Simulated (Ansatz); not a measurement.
## Energy profile

The step: GaH₂Br ([GaH2][Br]) + HCl → GaH₂Cl ([Cl][GaH2]) + HBr (still joined by a long Ga–Br bond); bonds formed: Br2–H5; dative contacts that become bonds: Ga1–Cl6; bonds broken: H5–Cl6; bonds weakened to dative contacts: Ga1–Br2 (atoms numbered as in the saddle structure below).

Ga1  (-0.405, -0.593, 0.394)
Br2  (-0.602, 1.803, -0.577)
H3  (-1.208, -1.496, -0.576)
H4  (-0.358, -0.409, 1.933)
H5  (0.817, 1.023, -0.720)
Cl6  (1.756, -0.327, -0.453)
(Å)

Electronic energies by CCSD(T) at an estimated basis limit (MP2 extrapolated from triple and quadruple zeta, plus CCSD(T) − MP2 in triple zeta), on PBE0-D4/def2-TZVP structures; GaH3BrCl, closed shell; no counterpoise correction. Program: Ansatz 0.2.0. Basis: def2-TZVPP and def2-QZVPP. Cores are frozen in the correlated methods. Filled d shells of the heavier atoms are correlated. The def2 sets are not built for correlating such inner shells, so the correlated values are less sure here. Extrapolation: Hartree–Fock as exp(−7.88 √X), correlation as X^−2.97.

Q: Give the profile in eV, counted from the separated reactants. (An estimate is asked for; the value comes from the calculation.)

A: Computed:
| point | eV |
| --- | --- |
| separated: GaH2Br (linked as [GaH2][Br]; Ga1, Br2, H3, H4; singlet) + HCl (H5, Cl6; singlet) | 0.000 |
| start structure | -0.290 |
| saddle | 0.038 |
| end structure | -0.193 |
| separated: GaH2Cl (linked as [Cl][GaH2]; Ga1, H3, H4, Cl6; singlet) + HBr (Br2, H5; singlet) | 0.115 |

The T1 diagnostic stays at or below 0.013.

For scale, one of the runs: CCSD(T)/def2-TZVPP, 180 basis functions, launched by `ansatz run in.yaml --threads 4 --pin off --events-out ev --progress --plain --max-ram 9574MiB`. The run took 42 s on 4 CPU threads of an Arm Neoverse V2 (shared host), with 1.7 GiB of host memory at its peak.
